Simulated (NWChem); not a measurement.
All runs are NWChem calculations. System: C2H6Te, charge 1, spin multiplicity 2, at the geometry of a parent with another charge or spin, in a state set for the comparison that need not be this species' ground state. Its SCF solution wasn't tested for a lower state. Level: UB2PLYP/def2-TZVP with def2 effective core potentials on Te, 6 core orbitals frozen.

Job file:

```
start mol
memory heap 200 mb stack 900 mb global 1100 mb
charge 1
geometry units angstroms nocenter noautoz
  C     -1.579783     0.000000    -1.066373
  Te     0.000000     0.000000     0.395885
  C      1.579783     0.000000    -1.066373
  H     -1.517498    -0.902524    -1.687940
  H     -2.532073     0.000000    -0.518906
  H     -1.517498     0.902524    -1.687940
  H      1.517498    -0.902524    -1.687940
  H      2.532073     0.000000    -0.518906
  H      1.517498     0.902524    -1.687940
  symmetry group C2v
end
basis spherical
  * library def2-tzvp
end
ecp
  Te library def2-ecp
end
dft
  xc hfexch 0.53 becke88 0.47 lyp 0.73 mp2 0.27
  dftmp2
  odft
  mult 2
  semidirect memsize 60000000 filesize 0
  iterations 100
end
mp2
  freeze core 6
end
task dft energy
```

Output (cleaned and shortened):

```
             Northwest Computational Chemistry Package (NWChem) 7.3.0
             --------------------------------------------------------

                                NWChem Input Module
                                -------------------

 Scaling coordinates for geometry "geometry" by  1.889725989
 (inverse scale =  0.529177249)

 Turning off AUTOSYM since
 SYMMETRY directive was detected!

                             Geometry "geometry" -> ""
                             -------------------------

 Output coordinates in angstroms (scale by  1.889725989 to convert to a.u.)

  No.       Tag          Charge          X              Y              Z
 ---- ---------------- ---------- -------------- -------------- --------------
    1 C                    6.0000    -1.57978300     0.00000000    -1.06637300
    2 Te                  52.0000     0.00000000     0.00000000     0.39588500
    3 C                    6.0000     1.57978300     0.00000000    -1.06637300
    4 H                    1.0000    -1.51749800    -0.90252400    -1.68794000
    5 H                    1.0000    -2.53207300     0.00000000    -0.51890600
    6 H                    1.0000    -1.51749800     0.90252400    -1.68794000
    7 H                    1.0000     1.51749800    -0.90252400    -1.68794000
    8 H                    1.0000     2.53207300     0.00000000    -0.51890600
    9 H                    1.0000     1.51749800     0.90252400    -1.68794000

 Effective nuclear repulsion energy (a.u.)     245.9262008817

            Nuclear Dipole moment (a.u.)
            ----------------------------
        X                 Y               Z
 ---------------- ---------------- ----------------
    -0.0000000000     0.0000000000    -0.0000529123

      Symmetry information
      --------------------

 Group name             C2v
 Group number             16
 Group order               4
 No. of unique centers     4

      Symmetry unique atoms

     1    2    4    5


 Summary of "ao basis" -> "" (spherical)
 ------------------------------------------------------------------------------
       Tag                 Description            Shells   Functions and Types
 ---------------- ------------------------------  ------  ---------------------
 *                         def2-tzvp                  on all atoms

 Summary of "ao basis" -> "ao basis" (spherical)
 ------------------------------------------------------------------------------
       Tag                 Description            Shells   Functions and Types
 ---------------- ------------------------------  ------  ---------------------
 C                         def2-tzvp                11       31   5s3p2d1f
 Te                        def2-tzvp                16       50   6s5p3d2f
 H                         def2-tzvp                 4        6   3s1p

 Summary of "ao basis" -> "ao basis" (spherical)
 ------------------------------------------------------------------------------
       Tag                 Description            Shells   Functions and Types
 ---------------- ------------------------------  ------  ---------------------
 C                         def2-tzvp                11       31   5s3p2d1f
 Te                        def2-tzvp                16       50   6s5p3d2f
 H                         def2-tzvp                 4        6   3s1p

      Symmetry analysis of basis
      --------------------------

        a1         53
        a2         22
        b1         44
        b2         29

            General Information
[...]
         217.625300972806           0.000000000000           0.000000000000
           0.000000000000         499.096069368284           0.000000000000
           0.000000000000           0.000000000000         304.923331046884

     Multipole analysis of the density
     ---------------------------------

     L   x y z        total         alpha         beta         nuclear
     -   - - -        -----         -----         ----         -------
     0   0 0 0      1.000000    -21.000000    -20.000000     42.000000

     1   1 0 0      0.000000      0.000000     -0.000000     -0.000000
     1   0 1 0      0.000000      0.000000      0.000000      0.000000
     1   0 0 1     -0.630558      9.812366     10.504325    -20.947250

     2   2 0 0    -20.825919   -103.943806   -102.515178    185.633065
     2   1 1 0     -0.000000      0.000000     -0.000000      0.000000
     2   1 0 1      0.000000      0.000000     -0.000000      0.000000
     2   0 2 0    -26.054012    -21.148509    -16.540739     11.635236
     2   0 1 1      0.000000      0.000000     -0.000000      0.000000
     2   0 0 2    -23.909051    -65.459648    -63.232671    104.783267

                   NWChem MP2 Semi-direct Energy/Gradient Module
                   ---------------------------------------------

  Basis functions       =    148
  Molecular orbitals    =    148
  Frozen core           =      6
  Frozen virtuals       =      0
  Active alpha occupied =     15
  Active beta occupied  =     14
  Active alpha virtual  =    127
  Active beta virtual   =    128
  Use MO symmetry       = T
  Use skeleton AO sym   = T

  AO/Fock/Back tols     =   1.0D-09  1.0D-09  1.0D-09

 GA uses MA = F    GA memory limited = T

 Available:
  local mem=  4.43D+07
 global mem=  1.44D+08
 local disk=  0.00D+00
  mp2_memr nvloc                   127
  nvloc new                   127
   1 passes of  15:        5242880                     139896                  69574567.
   1 passes of  15: M     44307434           G      144135392           F      39064554.
  mp2_memr nvloc                   127
  nvloc new                   127
   2 passes of   8:        5242880                      95463                  37123934.
   2 passes of   8: M     44307434           G      144135392           F      39064554.

 Semi-direct pass number   1 of   2  for UHF alpha       at       12.2s
  vrange nnbf                 10736
  mp2_eaftype                   141  avail_ma_in_mb                   386
 EAF : mp2_eaftype filesize         141   18561967.
  mp2_eaf for mointskh                    141
Node 0 wrote     87.3 Mb in      0.0 s     Agg I/O rate:  1966.9 Mb/s
 Done moints_semi at       24.4s
  mp2_eaftype                   141  avail_ma_in_mb                   385
 EAF : mp2_eaftype filesize         141   18561967.
  mp2_eaf for kh                   141
 Done maket at       24.7s
 Semi-direct pass number   2 of   2  for UHF alpha       at       24.7s
  vrange nnbf                 10736
  mp2_eaftype                   141  avail_ma_in_mb                   386
 EAF : mp2_eaftype filesize         141   18561967.
  mp2_eaf for mointskh                    141
Node 0 wrote     76.4 Mb in      0.1 s     Agg I/O rate:  1483.7 Mb/s
 Done moints_semi at       38.5s
  mp2_eaftype                   141  avail_ma_in_mb                   385
 EAF : mp2_eaftype filesize         141   18561967.
  mp2_eaf for kh                   141
 Done maket at       38.9s
 Done multipass loop at       38.9s

 GA uses MA = F    GA memory limited = T

 Available:
  local mem=  4.43D+07
 global mem=  1.44D+08
 local disk=  0.00D+00
  mp2_memr nvloc                   128
  nvloc new                   128
   1 passes of  14:        5242880                     134248                  65449796.
   1 passes of  14: M     44307434           G      144135392           F      39064554.
  mp2_memr nvloc                   128
  nvloc new                   128
   2 passes of   7:        5242880                      89466                  32743646.
   2 passes of   7: M     44307434           G      144135392           F      39064554.

 Semi-direct pass number   1 of   2  for UHF beta        at       39.1s
  vrange nnbf                 10736
  mp2_eaftype                   124  avail_ma_in_mb                   386
 EAF : mp2_eaftype filesize         124   16371823.
  mp2_eaf for mointskh                    124
Node 0 wrote     77.0 Mb in      0.0 s     Agg I/O rate:  1623.9 Mb/s
 Done moints_semi at       53.6s
  mp2_eaftype                   124  avail_ma_in_mb                   385
 EAF : mp2_eaftype filesize         124   16371823.
  mp2_eaf for kh                   124
 Done maket at       53.9s
 Semi-direct pass number   2 of   2  for UHF beta        at       53.9s
  vrange nnbf                 10736
  mp2_eaftype                   124  avail_ma_in_mb                   386
 EAF : mp2_eaftype filesize         124   16371823.
  mp2_eaf for mointskh                    124
Node 0 wrote     77.0 Mb in      0.1 s     Agg I/O rate:  1529.1 Mb/s
 Done moints_semi at       70.1s
  mp2_eaftype                   124  avail_ma_in_mb                   385
 EAF : mp2_eaftype filesize         124   16371823.
  mp2_eaf for kh                   124
 Done maket at       70.5s
 Done multipass loop at       70.5s

          -------------------------------------------
          DFT energy                    -347.071194660419
          Unscaled MP2 energy             -0.924123571315
          Total DFT+MP2 energy          -347.320708024674
          -------------------------------------------

 -----------------------
 Performance information
 -----------------------

 Timer overhead =  2.03D-07 seconds/call

               Nr. of calls         CPU time (s)                 Wall time (s)                GFlops
             ---------------    -------------------     ------------------------------   -------------------
Name         Min   Avg   Max    Min     Avg     Max     Min     Avg     Max   Mx/calls   Min     Max     Sum
mp2: moin     4     4     4    57.     57.     57.      57.     57.     57.     14.      0.0     0.0     0.0
mp2: make     4     4     4    1.4     1.4     1.4      1.4     1.4     1.4    0.36      0.0     0.0     0.0
mp2: tota     1     1     1    58.     58.     58.      58.     58.     58.     58.      0.0     0.0     0.0

 The average no. of pstat calls per process was 9.00D+00
 with a timing overhead of 1.83D-06s

 Task  times  cpu:       70.5s     wall:       70.5s

 Total times  cpu:       70.5s     wall:       70.5s
```
